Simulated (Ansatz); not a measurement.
Saddle point of Ge4H10ClF, singlet (Ge₄H₉Cl ([Cl][Ge]([GeH3])([GeH3])[GeH3]) + HF → Ge₄H₈ClF ([F][Ge]([GeH3])([GeH3])[GeH2][Cl]) + H₂; bonds formed: Ge1–F7, Ge2–Cl5, H6–H10; bonds broken: Ge1–Cl5, Ge2–H10, H6–F7), PBE0-D4/def2-TZVP structure:

```
16
angstrom
Ge -0.0825 -0.2130 -0.0226
Ge 0.2625 2.0962 -0.1913
Ge 0.8030 -1.6052 -1.7927
Ge -1.6728 -0.9825 1.6313
Cl -1.7934 0.9900 -1.4831
H 1.7490 1.0814 1.0737
F 1.5888 -0.1636 1.1819
H -0.5197 3.0963 0.6608
H 0.9717 2.7249 -1.3910
H 1.7602 2.0290 0.9099
H 1.8060 -2.6056 -1.2030
H -0.3730 -2.3448 -2.4395
H 1.4953 -0.6996 -2.8196
H -2.2382 0.2422 2.3636
H -2.7931 -1.7294 0.8995
H -0.9639 -1.9164 2.6221
```

Energies are electronic, without zero-point energy. Barriers and step energies count from the start structure reached by relaxing down the imaginary mode; all methods use the PBE0-D4 structures, on which another method's saddle can fall below an end. Program: Ansatz 0.2.0. Basis: def2-TZVPP, with def2-QZVPP for the basis limit. Cores are frozen in the correlated methods. Filled d shells of the heavier atoms are correlated. The def2 sets are not built for correlating such inner shells, so the correlated values are less sure here. B3LYP uses VWN-RPA correlation. Extrapolation: Hartree–Fock as exp(−7.88 √X), correlation as X^−2.97.

| method | barrier (kcal/mol) | step energy (kcal/mol) |
| --- | --- | --- |
| SPW92 | 21.70 | 0.33 |
| PBE-D4 | 27.16 | -3.48 |
| BLYP-D4 | 28.04 | -6.17 |
| r2SCAN-D4 | 30.65 | -4.89 |
| B97M-V | 33.13 | -4.96 |
| PBE0-D4 | 33.58 | -2.38 |
| B3LYP-D4 | 33.14 | -5.01 |
| r2SCAN0-D4 | ? | -3.41 |
| BHLYP-D4 | 39.44 | -4.41 |
| CAM-B3LYP-D4 | ? | -4.92 |
| wB97X-V | 36.23 | -5.00 |
| wB97M-V | 34.79 | -4.05 |
| B2PLYP | 36.07 | -5.02 |
| PBE-QIDH | ? | -2.45 |
| RPA on PBE | 38.36 | -3.97 |
| HF | 52.29 | -6.52 |
| MP2 | 38.50 | -2.91 |
| CCSD | 42.63 | -2.96 |
| CCSD(T) | 39.62 | -2.97 |

Question: Fill in the withheld barriers. (To be estimated.)

Answer: The calculation gives: PBE-QIDH 37.93; r2SCAN0-D4 35.61; CAM-B3LYP-D4 35.07 kcal/mol. Each is the energy of the saddle less that of the start structure, by the same method.

For comparison, the barrier by CCSD(T) at an estimated basis limit (MP2 extrapolated from triple and quadruple zeta, plus CCSD(T) − MP2 in triple zeta) is 37.79 kcal/mol.

T1 diagnostic: at most 0.013.

Labels in which every atom is bracketed show which atoms are joined, not bond orders.

For scale, one of the runs: CCSD(T)/def2-TZVPP, 405 basis functions, launched by `ansatz run in.yaml --threads 4 --pin off --events-out ev --progress --plain --max-ram 41984MiB --backend cuda --devices 0, --max-vram 37GiB`. Time: 32 s of wall clock on 4 CPU threads of an AMD EPYC 7R13 and a share of one NVIDIA H100; the host was shared. Peak host memory: 1.9 GiB.
